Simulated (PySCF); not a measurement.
All values below come from PBE0-D3(BJ)/def2-TZVP run with PySCF 2.14.0. Isolated molecules, 0 K electronic values unless said otherwise. 

Reference species (SMILES): `I[B]I` (neutral, multiplicity 2).

| Property | Value |
|---|---|
| dipole moment | 0.61 D |

Changed species: `[I]` (radical fragment; the reference has radical fragment).

Question: What does the change do to the dipole moment?

Answer: the dipole moment drops by 0.61 D, to 0.00 D.
